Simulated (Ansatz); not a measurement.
A geometry relaxed with B3LYP-D3(BJ)/def2-TZVP in Ansatz (a program for electronic structure), charge 0, multiplicity 1:

```xyz
10

N     -0.9746     1.0388    -0.1217
H      0.2285    -2.1343     0.0904
H      2.1151    -0.3627     0.0966
B     -0.0003     0.0004     0.0036
H     -0.7412     2.0136    -0.0754
H     -1.9625     0.8666    -0.0864
N      1.3887     0.3289     0.0741
H      1.7350     1.2660    -0.0182
N     -0.4155    -1.3656     0.0619
H     -1.3731    -1.6518    -0.0249
```

Task: Write the SMILES of this molecule.

Result: `NB(N)N`
